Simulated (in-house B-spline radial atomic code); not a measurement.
A run on Zr⁺ (an excited or competing configuration) that did not converge. Method: scalar-relativistic (X2C) wB97X, spin-polarised, spherical fractional occupations, exact exchange averaged over the configuration, Fermi nucleus of rms radius 4.2694 fm; computed with a B-spline radial code for spherical atoms.

Command:
```bash
python run_scf.py task.json out
```
Settings (nuclear radius in fm, mass in u):
```
Z                40
configuration    [Ar] 3d9 4s2 4p6 4d2 5s1 6f1
hamiltonian      x2c
method           wb97x
spin_polarised   True
nucleus          fermi
rms_radius       4.2694
atomic_mass      89.9047
speed_of_light   137.035999084
exact_exchange   averaged over the configuration
```

First and last ten iterations of the last attempt (damped for 15 steps, keeping 80 % of the old Fock matrix, then DIIS):
```
 iter        energy (Eh)    residual
    1       -3586.462227    4.29e-01
    2       -3589.505358    2.31e-01
    3       -3590.239610    1.50e-01
    4       -3590.604782    9.73e-02
    5       -3590.783724    6.25e-02
    6       -3590.869360    4.46e-02
    7       -3590.910533    3.21e-02
    8       -3590.930282    2.31e-02
    9       -3590.939744    1.68e-02
   10       -3590.944373    1.23e-02
  111       -3590.948837    5.84e-04
  112       -3590.948934    6.32e-04
  113       -3590.949119    8.08e-04
  114       -3590.949046    3.44e-04
  115       -3590.948968    3.32e-04
  116       -3590.948921    4.64e-04
  117       -3590.948923    5.62e-04
  118       -3590.949001    3.04e-04
  119       -3590.949002    3.76e-04
  120       -3590.948901    2.72e-04
 not converged after 120 iterations
```

The smallest residual met was 1.9e-04; the threshold is about 4e-07. No energy from this run should be used. Cost of the run: 75 s on 1 thread of Arm Neoverse N1, on a shared host.
